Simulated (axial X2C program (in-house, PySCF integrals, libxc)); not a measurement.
# TcSe⁺ along the bond: BLYP, 2c

Calculated with an axial X2C code built on PySCF integrals. Two-component (2c) means X2C with spin–orbit coupling and atomic mean-field two-electron Coulomb and Gaunt terms. Basis: Tc dyall-cv3z [12s12p8d5f3g], Se dyall-cv3z [8s9p6d4f1g] (cores contracted in-house); Gaussian nuclei, density fitting, unrestricted open shells. Masses: Tc 98.907 u, Se 79.917 u.

State: Ω = 1 (⟨Sz⟩ = 2.00, ⟨Lz⟩ = -1.00 at BLYP). Dipoles are positive if Se is the positive end and refer to the centre of mass.

Results along the bond:

```json
{"R (Å)": "1.975", "μ (D)": "-2.706", "HOMO (eV)": "-10.79", "LUMO (eV)": "-10.70"}
{"R (Å)": "2.066", "μ (D)": "-2.949", "HOMO (eV)": "-10.90", "LUMO (eV)": "-10.74"}
{"R (Å)": "2.134", "μ (D)": "-3.120", "HOMO (eV)": "-10.98", "LUMO (eV)": "-10.79"}
{"R (Å)": "2.202", "μ (D)": "-3.283", "HOMO (eV)": "-11.04", "LUMO (eV)": "-10.84"}
{"R (Å)": "2.270", "μ (D)": "-3.441", "HOMO (eV)": "-11.08", "LUMO (eV)": "-10.87"}
{"R (Å)": "2.349", "μ (D)": "-3.619", "HOMO (eV)": "-11.10", "LUMO (eV)": "-10.89"}
{"R (Å)": "2.429", "μ (D)": "-3.793", "HOMO (eV)": "-11.10", "LUMO (eV)": "-10.88"}
{"R (Å)": "2.531", "μ (D)": "-4.011", "HOMO (eV)": "-11.06", "LUMO (eV)": "-10.84"}
{"R (Å)": "2.656", "μ (D)": "-4.269", "HOMO (eV)": "-10.98", "LUMO (eV)": "-10.75"}
{"R (Å)": "2.837", "μ (D)": "-4.609", "HOMO (eV)": "-10.82", "LUMO (eV)": "-10.59"}
```

The state is a single determinant with fixed occupations, the lowest that a limited PBE0 search found. Density functionals use the spin component along the axis (collinear). The functionals have no current-density term, which raises determinants with orbital currents, atoms included. With several unpaired electrons one determinant need not be a pure state. Open-shell Ω = 0 determinants with evenly filled partner blocks cannot be reached by this program, so the Ω shown need not be the lowest component. The determinant is spin-polarised beyond a pure state at some levels (its spin-free form has ⟨S²⟩ too high), which makes Re and μ there less reliable.
